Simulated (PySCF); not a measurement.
## Working out the excitation energy of Ga

Ga [Ar] 3d10 4s2 4p1 (2P) → Ga [Ar] 3d10 4s2 5s1 (2S). All numbers are calculated (PySCF 2.14, scalar relativity by spin-free X2C-1e, in x2c-TZVPPall with one added diffuse shell each of s, p, d type (7s6p5d1f, 57 functions)). Frozen: [Ne]. Energies in hartree (1 hartree = 27.21139 eV):

| part | Ga (lower) | Ga (upper) |
| --- | --- | --- |
| UHF | -1942.169632 | -1942.059342 |
| MP2 opposite-spin | -0.230662 | -0.229025 |
| MP2 same-spin | -0.109704 | -0.107784 |

Task: What does Hartree-Fock give?

Result: (-1942.059342) − (-1942.169632) = 0.110290 hartree = 3.001 eV.

Task: What do MP2 and SCS-MP2 (6/5 opposite-spin, 1/3 same-spin) give?

Result: The opposite-spin parts differ by 0.045 eV and the same-spin parts by 0.052 eV. MP2: 3.001 + (0.045) + (0.052) = 3.098 eV. SCS-MP2: 3.001 + 1.2 × (0.045) + (0.052)/3 = 3.072 eV.

Measured between the centres of the two terms (NIST): 3.005 eV, so MP2 (valence and next inner shell) is off by 0.093 eV.

What remains against the reference includes basis incompleteness, the frozen core and correlation beyond second order.
